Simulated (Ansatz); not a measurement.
Consider the formal loss of a carbene: `CSCS[SiH3]` → `CSS[SiH3]` + `[CH2]` (triplet).

Isolated molecules relaxed with PBE0-D4/def2-TZVP in Ansatz; ΔE leaves out vibrations. CCSD(T)/CBS adds triple-zeta CCSD(T) − MP2 to the extrapolated MP2 energy (def2 sets, frozen cores). This one scheme is used for every species. DFT in def2-TZVPP. B3LYP here is the variant with VWN-RPA as its local correlation; programs differ in this. Triplets are unrestricted, without spin–orbit coupling. Each species was taken in one conformer, which may not be the lowest.

`CSCS[SiH3]`:

Cartesian coordinates in Å:
```
C -1.637 1.038 0.574
S 0.090 1.477 0.373
C 0.434 0.731 -1.218
S 0.249 -1.081 -1.323
Si 1.221 -1.659 0.490
H -2.259 1.530 -0.176
H -1.936 1.382 1.565
H -1.766 -0.043 0.514
H 1.464 1.004 -1.454
H -0.217 1.144 -1.991
H 0.380 -1.476 1.698
H 2.507 -0.935 0.651
H 1.470 -3.111 0.297
```

`CSS[SiH3]`:

Cartesian coordinates in Å:
```
C 1.154 -0.268 -1.520
S -0.517 0.399 -1.455
S -0.429 1.611 0.208
Si -1.061 0.121 1.609
H 1.884 0.531 -1.643
H 1.182 -0.922 -2.394
H 1.377 -0.852 -0.627
H -0.136 -1.040 1.564
H -2.440 -0.328 1.300
H -1.015 0.748 2.957
```

`[CH2]` (triplet):

Cartesian coordinates in Å:
```
C -0.188 0.174 0.103
H 0.522 0.667 -0.543
H -0.334 -0.841 0.440
```

```tsv
level	ΔE (kcal/mol)	difference from CCSD(T)/CBS
r2SCAN-D4	92.5	-6.2
PBE0-D4	97.6	-1.1
B3LYP-D4	96.0	-2.7
r2SCANh-D4	92.2	-6.5
ωB97X-V	101.3	2.6
ωB97M-V	99.1	0.4
PBE	97.0	-1.7
revPBE	90.2	-8.5
BLYP	90.7	-8.0
PBE0	95.5	-3.2
B3LYP	92.1	-6.6
HF/def2-TZVPP	61.2	-37.5
MP2/def2-TZVPP	100.1	1.4
SCS-MP2/def2-TZVPP	99.6	0.9
SCS-MP2/def2-QZVPP	101.2	2.5
CCSD/CBS(def2)	95.6	-3.1
CCSD(T)/CBS	98.7	0
```

Largest T1 diagnostic among the species: 0.012.

The D4 term adds +3.9 kcal/mol with B3LYP and +2.1 kcal/mol with PBE0; it sums over pairs of atoms, weighted by their polarisabilities, and B3LYP, whose exchange is more repulsive, gets the larger term. Leaving LDA and LC-ωPBE aside and taking each functional with its dispersion term where it has one, the values, not all of them listed here, spread over 9.6 kcal/mol, from r2SCAN0-D4 to ωB97X-V. LDA lies +19.1 kcal/mol from PBE without D4. From r2SCAN to r2SCAN0 (25 % exact exchange), in def2-TZVPP and without D4, ΔE moves by −0.9 kcal/mol.
